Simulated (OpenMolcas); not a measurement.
**Cr3+: ligand-field states by method**

Cr3+ with its 6 nearest fluoride ions at 2.178 Å, on the Y site of Cs2NaYF6 (a = 9.075 Å, distance in the model lattice 2.178 Å). The rest of the host is ab initio model potentials to 7.6 Å, with orthogonalisation functions on the cations behind the ligands, and point charges beyond; the distance is set by hand and nothing relaxes. Ligand basis ANO-RCC-VDZP.
```
Cr    0.0000    0.0000    0.0000
F     2.1780    0.0000    0.0000
F     0.0000    2.1780    0.0000
F    -2.1780    0.0000    0.0000
F     0.0000   -2.1780    0.0000
F     0.0000    0.0000    2.1780
F     0.0000    0.0000   -2.1780
```

* Program: OpenMolcas
* Basis: ANO-RCC-VTZP [6s5p3d2f1g]
* Scalar Hamiltonian: DKH2, point nucleus
* Active space: 3 electrons in 5 orbitals (3d)
* State averaging: 2S+1 = 4 even, 10 roots; 2S+1 = 2 even, 40 roots
* Spin-orbit coupling: state interaction with AMFI integrals over the reference wave functions

I. CASSCF
II. SS-CASPT2, IPEA 0.25 Eh, imaginary shift 0.1 Eh (closed shells correlated: 3s 3p and the ligand valence shells)

Spin-free states (labels of O, the rotations of Oh) in cm-1, each column counted from its own energy of the first state listed:

```
State  Degeneracy      I     II
  4A2           1      0      0
  4T2           3   7975   9670
  4T1           3  13531  14850
   2E           2  19497  14690
  2T1           3  20416  15590
  2A1           1  24778  20990
  2T2           3  25228  20360
  4T1           3  26840  24580
  2T2           3  27957  23840
  2T1           3  28855  25410
   2E           2  31094  26610
  2T1           3  33295  29380
  2T1           3  36344  35780
  2T2           3  36997  35580
   2E           2  42567  43370
  2A2           1  46092  38610
  2T2           3  46833  39400
  2T1           3  49757  44310
   2E           2  69458  58950
  2T2           3  71062  62640
```

From I to II, I's first state of the same spin (4T2) moves from 7975 to 9670 cm-1, by about +1700 cm-1.

From I to II, I's first state of another spin (2E) moves from 19497 to 14690 cm-1, by about -4800 cm-1.

I: A least-squares ligand-field fit to the states below 45000 cm-1, each weighted by its degeneracy and with a free common offset, gives 10Dq = 7826 cm-1, B = 1096 cm-1 and C = 4075 cm-1 (C/B = 3.72), with an rms deviation of 84 cm-1. The same method and metal basis give the free ion B = 1155 cm-1 (fit to its terms below 60000 cm-1, rms deviation 48 cm-1), so the nephelauxetic ratio is β = 1096 / 1155 = 0.95; it hangs on how both fits weigh the states, and computed free-ion B values tend to be too large, so β mixes covalency with correlation.

χT at 300 K: I 1.79, II 1.81 cm3 K/mol.

Roots that are degenerate in the reference are averaged as groups; the widest CASPT2 spread within a group is 140 cm-1 (the 2-fold group of multiplicity 2 near 26600 cm-1 above the lowest state of its run, II). Shifts and gaps below about the spread of the groups concerned are not significant. Over all roots computed the reference weight is 0.71 to 0.72 in II; a low but even weight reflects the number of correlated electrons. Ligand-to-metal charge-transfer states are missing. With no ligand orbital active B as a rule stays too high, so bands that hang on it stand too high and its fall with covalency is understated. Without dynamic correlation the repulsion within the d shell is too large (B by tens of per cent), so at a given field states of lower spin stand too high (holds for I). With metal d orbitals alone and no dynamic correlation 10Dq can be off by a tenth to a fifth, either way, in oxide and fluoride hosts (holds for I). These CASPT2 states fit no ligand-field parameters well, so their order and spin gaps are uncertain (holds for II). With one d shell and no ligand orbital active, 10Dq can be off by a tenth or more (holds for II). Free-ion shares, where given, are those of the reference states; single-state CASPT2 does not remix them (holds for II). The distance lies 8 % over the 2.014 Å that this model takes as the normal distance (a Shannon-type radius plus a fixed donor radius, weighted with the host); by an R⁻⁵ law this alone changes a d-shell field by about -32 %. No measured value stands beside these numbers; the geometry was set by hand and not optimised.
